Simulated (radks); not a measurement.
Excited configurations of As II: one electron is placed in a higher orbital outside [Ar] 3d10 4s2 4p1. The ground configuration is [Ar] 3d10 4s2 4p2. Calculated with a radial shooting solver on a logarithmic mesh with Libxc functionals: scalar-relativistic Kohn-Sham, PBE, spin-polarised, spherical densities, finite nucleus; open shells are filled with parallel spins first; Fermi nuclear charge, rms radius 4.0968 fm. Excitation = E - E(ground); binding = E(ion) - E, where the ion is the core of charge +2; n* = 2/sqrt(2 binding) in atomic units, and the quantum defect is n - n*.

| outer orbital | excitation (eV) | binding (eV) | n* | quantum defect | eigenvalue (eV) | <r> (bohr) |
|---|---|---|---|---|---|---|
| 4d | 10.936 | 7.636 | 2.670 | 1.330 | -5.104 | 4.043 |
| 4f | 14.913 | 3.659 | 3.857 | 0.143 | -2.616 | 8.373 |
| 5p | 11.674 | 6.898 | 2.809 | 2.191 | -5.381 | 5.811 |
| 5d | 14.296 | 4.276 | 3.568 | 1.432 | -3.283 | 8.661 |
| 5f | 16.071 | 2.501 | 4.664 | 0.336 | -1.891 | 14.21 |
| 6s | 13.780 | 4.792 | 3.370 | 2.630 | -3.836 | 9.020 |
| 6p | 14.637 | 3.936 | 3.719 | 2.281 | -3.118 | 10.58 |
| 6d | 15.857 | 2.716 | 4.477 | 1.523 | -2.160 | 14.52 |
| 6f | 16.777 | 1.795 | 5.506 | 0.494 | -1.418 | 21.33 |
| 7s | 15.608 | 2.964 | 4.285 | 2.715 | -2.417 | 14.60 |
| 7d | 16.686 | 1.886 | 5.372 | 1.628 | -1.527 | 21.72 |
| 7f | 17.232 | 1.340 | 6.372 | 0.628 | -1.086 | 29.86 |

The Delta-SCF ionisation energy is 18.572 eV (NIST Atomic Spectra Database: 18.589 eV, measured). Self-interaction in the functional shifts the binding energies and quantum defects, so they are the method's values and not measured ones. Open shells are spherical and high-spin; term and fine-structure splittings are not resolved.
